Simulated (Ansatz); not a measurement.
Input for Ansatz (a quantum-chemistry and plane-wave program): R-wB97M-V/def2-TZVPPD on AsH5O (a complex), monomers drawn apart or pushed together. Files ending in .json are basis or fitting sets from the Basis Set Exchange.

Ansatz 0.2 input:
```yaml
crystal:
  periodic: [false, false, false]
  atoms:
    - {symbol: O, position_ang: [-0.04880423, 0.63243907, -0.59994090]}
    - {symbol: H, position_ang: [-0.91007277, 0.30571641, -0.87872982]}
    - {symbol: H, position_ang: [-0.00101452, 0.43945104, 0.34582986]}
    - {symbol: As, position_ang: [0.20717113, -0.37579484, 2.62224365]}
    - {symbol: H, position_ang: [-0.22255806, 0.31409714, 3.90831034]}
    - {symbol: H, position_ang: [1.62145642, -0.61926389, 3.12556961]}
    - {symbol: H, position_ang: [-0.28321037, -1.73765574, 3.09175050]}
basis:
  gaussian:
    orbitals: def2-TZVPPD.json
hamiltonian:
  xc: {name: wB97M-V}
scf: {lower_state_search: off}
```

It printed:

```
WARN ansatz: RAYON_NUM_THREADS=1 ignored (pool sized by the plan → 1); use --threads N
Functional definition: wB97M-V
these checks for a lower state are left out or cut short: stability, starts, cluster_reference, orbital_swaps, neighbouring_geometries, increment
integrals: 0.10 GiB planned
897 factors; their error is unknown
integrals: 0.13 GiB planned
258 factors; integrals over basis functions are off by at most 3.4e-5 eV
mean field: 0.92 GiB planned
mean field evaluation 1: about -62962.2216 eV, gradient 4.8e1 eV
mean field evaluation 2: about -62961.2510 eV, gradient 5.5e1 eV
mean field evaluation 4: about -62965.9182 eV, gradient 8.3e-1 eV
mean field evaluation 8: about -62966.0652 eV, gradient 3.6e-1 eV
mean field evaluation 16: about -62966.0653 eV, gradient 1.2e-5 eV
mean field -62966.06527264 eV, -2313.9602188376 hartree, gradient 3.2e-6 eV, S^2 0.000000; 0 other end points of the search recorded, 0 dependent functions left out
reference -62966.06533188 eV, -2313.9602210147 hartree; 23, 23 occupied and 156, 156 virtual orbitals, 897 factors
Total energy: -62966.06533188 eV, -2313.9602210147 hartree
Checks for a lower state left out: stability, starts, cluster_reference, orbital_swaps, neighbouring_geometries, increment
```

The calculation finished and met its thresholds.

Cost: very roughly 8 core-seconds.
